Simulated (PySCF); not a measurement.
A species of formula C6H14OSi2 has this rotational fingerprint, computed with PBE0/pcSseg-1 in PySCF (dipole) on a GFN2-xTB geometry, gas phase:

* Rotational constants: A = 1054, B = 966.7, C = 756.6 MHz
* Dipole components: |μa| = 0.44 D, |μb| = 0.47 D, |μc| = 2.37 D
* Inertial defect: -334.30 u·Å²
* κ: 0.41

Problem. Which structure is it? (One computed conformer of each.)
A. `[CH2:1]=[C:2]([CH3:3])[C@@H:4]1[CH2:5][SiH2:6][C@H:7]1[O:8][SiH3:9]` with C1–C2–C4–C5 58°, Si6–C7–O8–Si9 179°, C2–C4–C5–Si6 -133°, C4–C5–Si6–C7 8°, C5–Si6–C7–O8 -125°, C2–C4–C7–Si6 133°
B. `[CH2:1]=[CH:2][C:3]([CH:4]=[O:5])([CH2:6][SiH3:7])[CH2:8][SiH3:9]` with C1–C2–C3–C4 105°, C2–C3–C4–O5 96°, C2–C3–C6–Si7 63°, C2–C3–C8–Si9 179°
C. `[CH2:1]=[C:2]1[SiH2:3][C@H:4]1[O:5][Si:6]([CH3:7])([CH3:8])[CH3:9]` with Si3–C4–O5–Si6 174°

Solution. B. It is C=CC(C=O)(C[SiH3])C[SiH3], an asymmetric top, point group C1. The candidates at the same level (rigid rotor, commonest isotopes):

```tsv
SMILES	A (MHz)	B (MHz)	C (MHz)	μa (D)	μb (D)	μc (D)	Δ (u·Å²)	point group	rotor
C=C1[SiH2][C@H]1O[Si](C)(C)C	1817	667.4	596.1	0.18	0.37	0.54	-187.61	C1	asymmetric top
C=CC(C=O)(C[SiH3])C[SiH3]	1054	966.7	756.6	0.44	0.47	2.37	-334.30	C1	asymmetric top
C=C(C)[C@@H]1C[SiH2][C@H]1O[SiH3]	1177	1030	630.2	0.82	0.52	0.10	-117.95	C1	asymmetric top
```

`C=C1[SiH2][C@H]1O[Si](C)(C)C` has A 72 % too high; `C=C(C)[C@@H]1C[SiH2][C@H]1O[SiH3]` has C 17 % too low. No structure here is proved a minimum.
